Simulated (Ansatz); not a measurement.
C2H6ClFSn (`C[C](F)(Cl)[SnH3]`). The species carries charge 0 and has multiplicity 1. Correlated methods include outer-core shells of Sn, which these sets cover unevenly. Sn: def2 effective core potential.

```xyz
11

C    -1.061    0.541   -0.951
C    -0.132    0.673    0.223
F     0.677    1.768    0.021
Cl   -1.090    0.994    1.709
Sn    1.143   -1.065    0.619
H    -1.654    1.453   -1.063
H    -1.737   -0.303   -0.810
H    -0.478    0.383   -1.861
H     2.090   -1.347   -0.774
H     0.126   -2.398    0.923
H     2.116   -0.700    1.964
```

Q: Give the diagnostics of a CCSD(T)/def2-TZVPP run (frozen core, Ansatz 0.2.0). (Best estimate.)

A: Computed: T1 = 0.0125, largest single amplitude 0.021, largest double 0.018, (T) share of the correlation energy 3.5 %, 10 CCSD cycles. The RHF solution is stable towards an unrestricted one. T1 lies under the customary mark of 0.02 for closed shells.
